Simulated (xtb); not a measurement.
Si(H)(PH2)3 (H₇P₃Si), SMILES P[SiH](P)P. All values are semi-empirical tight-binding results from xtb (GFN2-xTB unless named), good for trends rather than for accurate numbers. The structure is a stationary point at GFN2-xTB. This is a generated structure with no PubChem entry under its InChIKey; it may be hypothetical. One conformer was computed; it need not be the lowest.

Q: Estimate the properties. (The exact figures need the calculation; the answer reports its results.)

A: 
| Property | Result |
|---|---|
| orbital gap | 4.12 eV |
| zero-point energy | 38.2 kcal/mol |
| G − E(el) at 298.15 K (modified RRHO) | 15.9 kcal/mol |
| static polarisability (D4 model) | 107.1 bohr³ |
| solvation energy, GFN2-xTB/ALPB(water) | 0.6 kcal/mol |
| solvation energy, GFN2-xTB/ALPB(toluene) | -6.1 kcal/mol |
